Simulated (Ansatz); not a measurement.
Relaxation of C₃H₇AlO₂ (13 atoms, charge 0, multiplicity 1), to a largest force component of 0.015 eV/Å in at most 40 steps.

Computed with Ansatz, RKS B3LYP-D4/6-31G.

```xyz
13
Properties=species:S:1:pos:R:3
C -1.350 -0.443 -0.484
C -0.085 0.317 -0.215
Al 1.459 -0.674 0.503
O 1.542 -2.498 0.568
C -0.127 1.790 -0.125
O 0.286 1.167 -1.291
H -1.177 -1.294 -1.115
H -1.814 -0.702 0.458
H -2.117 0.270 -0.992
H 2.763 0.128 1.085
H 1.058 -2.723 1.472
H 0.745 2.304 0.413
H -1.161 2.322 -0.263
```

Where does it end, and by what steps?

It converged. Limits of this set-up: no polarisation functions. After 26 steps the energy has fallen by 1.459 eV; H11 moved furthest, 1.59 Å. Joined: Al3–O6.

| step | energy less start (eV) | largest force component (eV/Å) | accepted |
| --- | --- | --- | --- |
| 0 | 0.0000 | 4.601 | yes |
| 1 | -0.7208 | 2.174 | yes |
| 2 | -0.9853 | 0.893 | yes |
| 3 | -1.0412 | 0.785 | yes |
| 4 | -1.1717 | 0.350 | yes |
| 5 | -1.1259 | 2.528 | no |
| 6 | -1.2055 | 0.151 | yes |
| 7 | -1.2224 | 0.110 | yes |
| 8 | -1.2373 | 0.068 | yes |
| 9 | -1.2398 | 0.864 | yes |
| 10 | -1.2500 | 0.311 | yes |
| 11 | -1.2502 | 0.451 | yes |
| 12 | -1.2638 | 0.255 | yes |
| 13 | -1.2669 | 0.219 | yes |
| 14 | -1.3002 | 0.464 | yes |
| 15 | -1.3483 | 0.731 | yes |
| 16 | -1.3554 | 2.254 | yes |
| 17 | -1.3881 | 0.799 | yes |
| 18 | -1.4498 | 0.263 | yes |
| 19 | -1.4567 | 0.066 | yes |
| 20 | -1.4573 | 0.042 | yes |
| 21 | -1.4577 | 0.039 | yes |
| 22 | -1.4582 | 0.032 | yes |
| 23 | -1.4585 | 0.044 | yes |
| 24 | -1.4587 | 0.030 | yes |
| 25 | -1.4588 | 0.039 | yes |
| 26 | -1.4589 | 0.014 | yes |

```xyz
13
Properties=species:S:1:pos:R:3
C -1.643 -0.335 -0.210
C -0.382 0.302 0.278
Al 1.421 -0.455 0.699
O 1.695 -2.128 0.485
C 0.027 1.621 -0.268
O 0.839 0.553 -0.961
H -1.546 -1.421 -0.293
H -2.422 -0.134 0.541
H -1.987 0.070 -1.170
H 2.442 0.402 1.562
H 1.582 -2.935 -0.013
H 0.625 2.300 0.338
H -0.630 2.125 -0.973
```

Whether the end is a true minimum wasn't checked by a vibrational analysis.

The run took 2.4 min on 1 thread of Arm Neoverse V1 (shared host), peak memory 0.17 GiB.
